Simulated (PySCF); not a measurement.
`CCP(=O)([O-])CC`: 4 charge schemes on one density

Species: C4H10O2P (charge -1).
Z-matrix (Å and degrees, GFN2-xTB geometry), rows numbered from 1:
```
C 
C   1  1.5139
P   2  1.8794  1  106.31
O   3  1.4912  2  109.31  1   -65.90
O   3  1.4911  2  109.40  1    65.73
C   3  1.8794  2   98.78  1   179.96
C   6  1.5139  3  106.25  2  -179.95
H   1  1.0947  2  112.84  3  -179.91
H   1  1.0890  2  108.95  3    58.62
H   1  1.0890  2  108.88  3   -58.44
H   2  1.0920  1  110.89  3   119.60
H   2  1.0919  1  110.94  3  -119.41
H   6  1.0919  3  110.03  2   -59.93
H   6  1.0919  3  109.93  2    59.85
H   7  1.0890  6  108.81  3    58.61
H   7  1.0890  6  108.97  3   -58.44
H   7  1.0946  6  112.88  3  -179.99
```

Density: PBE0/pcSseg-1 (PySCF); schemes: Mulliken, IAO, Hirshfeld and ESP-fitted. Geometry: GFN2-xTB, one conformer, isolated ion. The pcSseg-1 basis has no diffuse functions, a weakness for an anion.

**Question.** Atoms with like bonding are taken together and averaged. Which atoms carry the highest charge in the Mulliken, IAO, Hirshfeld and ESP-fitted schemes?

**Answer.** All schemes agree: Mulliken P3 (+1.070); IAO P3 (+1.714); Hirshfeld P3 (+0.358); ESP-fitted P3 (+1.007).

**Question.** For which atoms does the sign change between the 4 schemes (beyond +0.03 e in one, beyond −0.03 e in another)?

**Answer.** For none.

**Question.** At which atom do the 4 schemes differ most?

**Answer.** At P3: from +0.358 (Hirshfeld) to +1.714 e (IAO), 1.356 e apart.

**Question.** Give the atomic charges in each scheme.

**Answer.** In e; atoms taken as equivalent share a row and are averaged (×n: the atom named and its like, n in all):

```
   atom                     environment  Mulliken     IAO  Hirshfeld  ESP-fitted
  C1/C7                   methyl carbon    -0.285  -0.414     -0.136      -0.094
  C2/C6  sp3 carbon bound to phosphorus    -0.506  -0.534     -0.142      -0.135
     P3           phosphoryl phosphorus    +1.070  +1.714     +0.358      +1.007
  O4/O5              oxygen bonded to P    -0.721  -1.026     -0.493      -0.785
H8 (×6)                 methyl hydrogen    +0.096  +0.128     +0.021      +0.011
H11/H13              methylene hydrogen    +0.094  +0.116     +0.015      -0.012
H12/H14              methylene hydrogen    +0.094  +0.116     +0.015      -0.012
```

Mean size of the charges over all atoms: IAO 0.406 e, Mulliken 0.297 e, ESP-fitted 0.190 e, Hirshfeld 0.123 e. Each set sums to the total charge, -1, to within 0.001 e. The Mulliken scheme counts on each atom the diagonal of the density matrix times the overlap matrix over that atom's basis functions.

Some averages cover members that differ in this geometry: H8 (×6), ESP-fitted -0.020 to +0.028; H8 (×6), Mulliken +0.068 to +0.111; H8 (×6), IAO +0.102 to +0.142 e.

**Question.** How closely do the schemes follow one another over all atoms?

**Answer.** Correlation coefficient and root-mean-square difference: Mulliken with IAO 0.99, 0.195 e; Hirshfeld with ESP-fitted 0.95, 0.188 e; IAO with ESP-fitted 0.95, 0.275 e; IAO with Hirshfeld 0.94, 0.419 e; Mulliken with Hirshfeld 0.94, 0.240 e; Mulliken with ESP-fitted 0.92, 0.163 e.

**Question.** Sum the charges by element, for elements with more than one atom.

**Answer.** 
```csv
element,atoms,Mulliken,IAO,Hirshfeld,ESP-fitted
C,4,-1.583,-1.897,-0.556,-0.457
O,2,-1.441,-2.053,-0.986,-1.570
H,10,+0.954,+1.236,+0.185,+0.020
```

The run behind these numbers computed NMR shieldings as well. On Arm Neoverse V1, one thread, no GPU, on a shared host, this took 32 s of wall time (grids of density and orbitals included) and 0.80 GiB of memory at its peak.
